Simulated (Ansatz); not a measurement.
CsCl (SMILES [Cl][Cs]): the energy, rung by rung

The species is CsCl (2 atoms), meant as a singlet with charge 0. As SMILES, `[Cl][Cs]`. The bond length is the measured one. The run starts from this shape.

```xyz
2

Cl    0.0000    0.0000    0.0000
Cs    0.0000    0.0000    2.9063
```

Quantity: the adiabatic ionisation energy (to the doublet cation, no zero-point term), in eV. The values are calculated.

```
                                level                    kind  program  value (eV)  less CCSD(T)/def2-TZVP  CPU time (all runs)
     SVWN5/def2-TZVP (core potential)                     LDA   Ansatz        8.67                   +0.90                 19 s
PBE-D3(BJ)/def2-TZVP (core potential)                     GGA   Ansatz        8.22                   +0.45                 34 s
    r2SCAN/def2-TZVP (core potential)                meta-GGA   Ansatz        8.16                   +0.39                 86 s
  B3LYP-D4/def2-TZVP (core potential)           global hybrid   Ansatz        8.13                   +0.36                 47 s
   wB97X-V/def2-TZVP (core potential)  range-separated hybrid   Ansatz        8.09                   +0.32              2.4 min
   CCSD(T)/def2-TZVP (core potential)   coupled cluster or CI   Ansatz        7.77                    0.00              3.4 min
```

CCSD(T)/def2-TZVP (core potential) is the highest level here, not the true value. Spin-orbit coupling, which can split open shells on such heavy atoms by tenths of an eV, is left out. The values span 7.77 to 8.67 eV. Times are those of the runs behind each value, whatever else they computed, on shared processors of several kinds: orders of magnitude only.
